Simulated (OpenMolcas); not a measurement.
# Ne+: the spin-orbit constant, worked from levels

```json
{"Program": "OpenMolcas 26.06", "Basis": "ANO-R3 [4s4p2d1f]", "Scalar Hamiltonian": "X2C, finite nucleus", "Active space": "7 electrons in 4 orbitals (2s 2p)", "State averaging": "2S+1 = 2 odd, 3 roots; 2S+1 = 2 even, 1 root", "Spin-orbit coupling": "state interaction with AMFI integrals over the reference wave functions, term energies averaged over their components"}
```

Methods: CASSCF; SS-CASPT2, IPEA 0.25 Eh, imaginary shift 0.1 Eh (closed shells correlated: 1s). Measured levels: NIST Handbook of Basic Atomic Spectroscopic Data.

**The spin-orbit constant.** For the Hund term 2P* of p5, E(J) = (A/2) J(J+1) + constant and ζ = -2S·A = -A. From J = 1/2 to J = 3/2 the energy changes by 1.5 A.

```
   Source  E(3/2) - E(1/2)       A    ζ
   CASSCF           -775.1  -516.7  517
SS-CASPT2           -775.1  -516.7  517
 measured           -780.3  -520.2  520
```

All in cm-1. SS-CASPT2 is off by -0.7 % and CASSCF by -0.7 %. Both methods take the spin-orbit matrix elements from the reference wave functions, so the second can move ζ only through the term energies and any multistate remixing.

Without dynamic correlation excited terms often stand tens of per cent too high (terms of higher spin than the ground term too low), and those without a measured partner can miss by more than the paired ones (holds for CASSCF). Measured partners are found by configuration, term and J. A level has none where our copy of the source lacks it or the pairing is in doubt (some pairs that miss far off the trend of their configuration count as doubtful), and it then counts in no deviation. Levels of configurations outside the active space are missing.

* marks odd parity.
